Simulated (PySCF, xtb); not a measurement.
CH₅FOSi, SMILES CO[SiH2]F. Other conformers were not sampled.

Harmonic wavenumbers (cm⁻¹) from GFN2-xTB run with xtb at its own minimum, in rising order: 83, 93, 194, 296, 558, 602, 733, 754, 771, 840, 1129, 1139, 1177, 1415, 1480, 1482, 2330, 2439, 2956, 2969, 2993.

Q: What does B3LYP-D3(BJ)/def2-SVP (PySCF) give at its own minimum? (Estimate from the structure and the level; the computed values follow.)

A: 78, 97, 208, 338, 704, 759, 772, 873, 958, 983, 1155, 1177, 1217, 1472, 1479, 1479, 2245, 2301, 2996, 3072, 3114. Paired by order, the mean absolute difference is 72 cm⁻¹ and the zero-point energies are 37.8 and 39.3 kcal/mol.
